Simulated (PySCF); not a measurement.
CH3FO2Si, SMILES O=CO[SiH2]F. Atoms are numbered in the order given.

```xyz
8

O     -0.6535     2.0210     0.0000
C      0.4898     1.6520     0.0000
O      0.8425     0.3723     0.0000
Si    -0.4475    -0.7536     0.0000
F      0.3208    -2.1726     0.0000
H      1.3708     2.3256     0.0000
H     -1.2227    -0.6400     1.2534
H     -1.2227    -0.6400    -1.2534
```

Geometry: PBE0-D3(BJ)/def2-SVP. This is a generated structure with no PubChem entry under its InChIKey; it may be hypothetical. Other conformers were not sampled.

Method: TDA-LC-ωPBE/def2-SVPD run with PySCF.

Vertical excitations. The molecule is in vacuum. State labels are in the subgroup Cs.

Computed excitation energies, oscillator strengths and character:
```tsv
state	symmetry	energy (eV)	λ (nm)	f	main pairs
S1	A"	5.85	212	0.001	HOMO→LUMO 96 %
S2	A'	8.48	146	0.054	HOMO−1→LUMO 54 %, HOMO→LUMO+2 16 %, HOMO−2→LUMO 12 %
S3	A"	8.52	146	0.000	HOMO−3→LUMO 88 %
S4	A"	8.90	139	0.003	HOMO−1→LUMO+2 39 %, HOMO−1→LUMO+1 28 %, HOMO−2→LUMO+1 6 %, HOMO−1→LUMO+5 6 %
S5	A"	9.10	136	0.042	HOMO−1→LUMO+2 30 %, HOMO−1→LUMO+1 28 %, HOMO−1→LUMO+3 27 %
S6	A'	9.15	136	0.106	HOMO→LUMO+2 46 %, HOMO→LUMO+3 21 %, HOMO→LUMO+1 13 %, HOMO−1→LUMO 9 %
S7	A'	9.29	133	0.060	HOMO→LUMO+1 51 %, HOMO→LUMO+3 26 %
S8	A'	9.70	128	0.217	HOMO→LUMO+3 39 %, HOMO→LUMO+2 18 %, HOMO→LUMO+4 14 %, HOMO−1→LUMO 8 %
S9	A"	10.08	123	0.012	HOMO−2→LUMO+2 46 %, HOMO−1→LUMO+3 20 %, HOMO−1→LUMO+2 11 %
S10	A'	10.11	123	0.013	HOMO→LUMO+4 69 %
T1	A"	5.24	236	0	HOMO→LUMO 96 %
T2	A'	6.11	203	0	HOMO−1→LUMO 49 %, HOMO−2→LUMO 43 %
T3	A"	7.99	155	0	HOMO−3→LUMO 83 %
T4	A"	8.18	152	0	HOMO−1→LUMO+2 41 %, HOMO−1→LUMO+1 16 %, HOMO−2→LUMO+2 11 %, HOMO−1→LUMO+4 7 %
```
Triplets are in the Tamm–Dancoff approximation.
